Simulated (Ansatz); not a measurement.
`FC([SiH3])B[SiH3]` + `C=C1C[Se]1` → `[SiH3]/C=C1\C[Se]1` + `BC(F)[SiH3]`  (formal exchange of groups at the Si–B bond)

Isolated molecules relaxed with PBE0-D4/def2-TZVP in Ansatz; ΔE leaves out vibrations. CCSD(T)/CBS adds triple-zeta CCSD(T) − MP2 to the extrapolated MP2 energy (def2 sets, frozen cores). Functionals use def2-TZVPP. For Se outer-core shells are correlated without core-valence functions, which leaves a few kJ/mol of doubt a bond. Scalar relativity is left out up to krypton. One conformer a species, not always the lowest.

(1) Is it downhill or uphill in electronic energy at CCSD(T)/CBS, and by how much? (Estimate.)

(2) What do these levels give: PBE-D4, PBE0-D4, PBE0, HF/def2-TZVPP, CCSD(T)/def2-TZVPP, HF/def2-QZVPP? (Estimate.)

Largest T1 diagnostic among the species: 0.014.

Results:

(1) The calculation gave: Downhill: ΔE = -0.24 eV.

(2) The calculation gave: PBE-D4 -0.10, PBE0-D4 -0.15, PBE0 -0.16, HF/def2-TZVPP -0.43, CCSD(T)/def2-TZVPP -0.24, HF/def2-QZVPP -0.44 eV.

In def2-TZVPP, CCSD(T) changes the Hartree–Fock value by +0.20 eV (the triples alone add +0.02 eV) and MP2 by +0.11 eV. From PBE to PBE0 (25 % exact exchange), in def2-TZVPP and without D4, ΔE moves by −0.05 eV.
